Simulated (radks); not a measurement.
Question: Ag5+, configuration [Kr] 4d6. Calculated with a radial shooting solver on a logarithmic mesh with Libxc functionals: scalar-relativistic Kohn-Sham, SCAN, spin-polarised, spherical densities, finite nucleus; open shells are filled with parallel spins first (spin-orbit coupling, left out, can overturn this in heavy ions); meta-GGA in the generalised Kohn-Sham scheme; Fermi nuclear charge, rms radius 4.5454 fm. Some entries of the table are withheld. Estimate them.

| orbital | occ. | eigenvalue (eV) | <r^2> (bohr^2) |
|---|---|---|---|
| 1s up | 1 | -25457.66 | 0.001309 |
| 1s down | 1 | -25457.64 | 0.001309 |
| 2s up | 1 | -3831.478 | 0.02144 |
| 2s down | 1 | -3830.425 | 0.02143 |
| 2p up | 3 | -3441.277 | 0.01692 |
| 2p down | 3 | -3440.423 | 0.01691 |
| 3s up | 1 | -772.4188 | 0.1545 |
| 3s down | 1 | -771.9823 | 0.1544 |
| 3p up | 3 | -643.1674 | 0.1563 |
| 3p down | 3 | -642.5954 | 0.1562 |
| 3d up | 5 | -440.5468 | (1) |
| 3d down | 5 | -439.5084 | (2) |
| 4s up | 1 | -175.1094 | 0.9091 |
| 4s down | 1 | -170.1771 | 0.9051 |
| 4p up | 3 | -136.5683 | 1.063 |
| 4p down | 3 | -131.4869 | 1.061 |
| 4d up | 5 | -79.4432 | (3) |
| 4d down | 1 | -74.3945 | (4) |

Answer: 
(1) 3d up <r^2> (bohr^2): 0.1422
(2) 3d down <r^2> (bohr^2): 0.1420
(3) 4d up <r^2> (bohr^2): 1.529
(4) 4d down <r^2> (bohr^2): 1.561
